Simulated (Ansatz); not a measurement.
Cost and result for the atomization energy of C$_{2}$H$_{3}$F$_{2}$Ga (8 atoms, 6 bonds).

Z-matrix (Å, degrees):
```
C
F 1 1.308
C 1 1.323 2 124.9
F 1 1.308 2 110.2 3 178.7
H 3 1.079 1 120.0 2 1.1
H 3 1.079 1 120.0 2 177.4
H 6 2.827 3 81.2 1 116.8
Ga 7 1.684 6 84.0 3 -58.5
```

Total charge 0; spin multiplicity 1. Correlated methods include outer-core shells of Ga, which these sets cover unevenly. Scalar relativity is left out up to krypton. The bonds changed during the relaxation, so this is another structure than the one it started from. All single points use the PBE0-D4/def2-TZVP geometry. Program: Ansatz. All runs use 4 threads of an Arm Neoverse V1 on a shared host. Times are those of one run each, without the atoms' runs, and a repeat can differ threefold. Electronic energies, without spin–orbit coupling; frozen cores. CCSD(T)/CBS adds CCSD(T) − MP2 in def2-TZVPP to the MP2 limit, and its time is that of the two runs behind it. T1 = 0.013. With those shells the extrapolation isn't a true limit. B3LYP takes the VWN-RPA correlation (the form of Gaussian; ORCA's B3LYP/G).

CCSD(T)/CBS is a level of theory with its own doubt, some kJ/mol a heavy atom from the limit and from the frozen cores, so smaller differences don't rank the functionals.

```csv
level,functions,wall time,atomization (kcal/mol),difference from CCSD(T)/CBS,per bond
PBE-D4/def2-TZVPP (with forces),214,2.2 s,685.7,27.1,4.5
PBE0-D4/def2-TZVPP,214,3.5 s,663.0,4.4,0.7
B3LYP-D4/def2-TZVPP (with forces),214,4 s,659.5,0.9,0.2
r2SCAN-D4/def2-TZVPP (with forces),214,4.3 s,663.6,5.0,0.8
B2PLYP/def2-TZVPP,214,5.5 s,651.3,-7.3,-1.2
ωB97X-V/def2-TZVPP,214,7.5 s,659.6,1.0,0.2
ωB97M-V/def2-TZVPP (with forces),214,11 s,661.5,2.9,0.5
MP2/def2-QZVPP,407,20 s,669.0,10.4,1.7
CCSD(T)/def2-TZVPP,214,2.5 min,641.3,-17.3,-2.9
CCSD(T)/CBS(def2),–,2.8 min,658.6,0.0,0.0
```

In def2-TZVPP, CCSD(T) changes the Hartree–Fock value by +184.2 kcal/mol (the triples alone add +13.2 kcal/mol) and MP2 by +201.7 kcal/mol; breaking electron pairs costs correlation energy, which Hartree–Fock lacks. The D4 term adds +6.5 kcal/mol with B3LYP and +3.4 kcal/mol with PBE0; it sums over pairs of atoms, weighted by their polarisabilities, and B3LYP, whose exchange is more repulsive, gets the larger term. From PBE to PBE0 (25 % exact exchange), in def2-TZVPP and without D4, the atomization energy moves by −22.1 kcal/mol: exact exchange takes away binding that semilocal exchange gives to molecules.
